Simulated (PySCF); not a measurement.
Cartesian coordinates (Å):
```xyz
5

Si    -0.6537     0.0022     0.3682
S      1.3184    -0.6444    -0.1209
H     -1.0239     1.2371    -0.3837
H     -1.5367    -1.1301    -0.0220
H      1.8949     0.5375     0.1556
```
Charge 0, spin multiplicity 2.

**Question.** Give the highest occupied spin orbital, total energy and dipole moment at the level PBE0-D4/def2-TZVP run with PySCF.

**Answer.** 
```json
{
 "highest_occupied_spin_orbital": "-6.04 eV",
 "total_energy": "-18754.66 eV",
 "dipole_moment": "0.91 D"
}
```
